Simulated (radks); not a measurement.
Q: These are the eigenvalues of the occupied orbitals of an atom or ion with whole-number occupations (hartree). Method: non-relativistic Kohn-Sham, LB94 model potential, spin-polarised, spherical densities, point nucleus; computed with a radial shooting solver on a logarithmic mesh with Libxc functionals.

orbital  eigenvalue
1s down   -349.2211
1s up     -348.9935
2s up     -75.61696
2s down   -74.68338
2p up     -72.76997

Which element is it, and in what charge state? The configuration may be excited. Open shells, if any, are filled with parallel spins first.

A: Z = 28, nickel, charge +22: Ni22+ in [He] 2s2 2p2. The list shows which subshells hold electrons but not how many an open one holds; the 1s level, -349.22 hartree, gives Z - s = 26.4 by -(Z - s)^2/2, which with screening narrows Z to a few neighbours, and the depths of the outer levels then fix element, charge and occupations together.
